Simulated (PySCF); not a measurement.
Species: MnO3Cl (singlet state).
Structure used (PBE0-D3(BJ)/def2-SVP), in Å, numbered top down from 1:
```
atom  x, y, z in Å
O1    -0.5327    1.3427   -0.6568
Mn2   -0.1374    0.0224    0.0163
O3    -0.8791   -1.1634   -0.6113
O4    -0.3618    0.0823    1.5323
Cl5    1.9283   -0.2783   -0.3148
```

Level of theory: core-valence-separated Tamm–Dancoff BHandHLYP/aug-pcX-1 (def2-SVPD on Cl, def2-SVPD on Mn) in PySCF, non-relativistic, gas phase, PBE0-D3(BJ)/def2-SVP geometry. No empirical shift is added; at this level the pattern usually sits a few eV under experiment.

The lowest roots of each edge with f over 0.003 (five at most, numbered afresh; weaker and dark ones are left out), with transition dipoles (au) in the frame of the coordinates:

| root | edge | E (eV) | μx | μy | μz |
| --- | --- | --- | --- | --- | --- |
| 1 | O | 526.94 | 0.0139 | 0.0283 | -0.0138 |
| 2 | O | 526.94 | 0.0027 | -0.0127 | -0.0309 |
| 3 | O | 526.94 | 0.0936 | -0.0156 | -0.0108 |
| 4 | O | 529.52 | 0.0130 | -0.0432 | 0.0378 |
| 5 | O | 529.53 | -0.0161 | 0.0222 | 0.0443 |

What are the oscillator strengths?

f = (2/3) ΔE |μ|², with ΔE in hartree (27.2114 eV):

```json
{"root": "1", "ΔE (Eh)": "19.3645", "|μ|² (au)": "0.001185", "f": "0.015", "core hole on": "O1/O3/O4"}
{"root": "2", "ΔE (Eh)": "19.3646", "|μ|² (au)": "0.001123", "f": "0.015", "core hole on": "O1/O3/O4"}
{"root": "3", "ΔE (Eh)": "19.3647", "|μ|² (au)": "0.009121", "f": "0.118", "core hole on": "O1/O3/O4"}
{"root": "4", "ΔE (Eh)": "19.4596", "|μ|² (au)": "0.003464", "f": "0.045", "core hole on": "O1/O3/O4"}
{"root": "5", "ΔE (Eh)": "19.4597", "|μ|² (au)": "0.002715", "f": "0.035", "core hole on": "O1/O3/O4"}
```

Molecules are fixed in this frame and the field points along (1, 1, 0)/√2. What effective strengths 3 f cos²θ do the roots have (θ between field and μ)?

root 1 (O1/O3/O4): 0.034, root 2 (O1/O3/O4): 0.002, root 3 (O1/O3/O4): 0.118, root 4 (O1/O3/O4): 0.018, root 5 (O1/O3/O4): 0.001. Root 3 is the strongest. Averaged over all orientations cos²θ is 1/3, which gives f back. For degenerate partners only the sum has meaning, as the program may mix them freely.

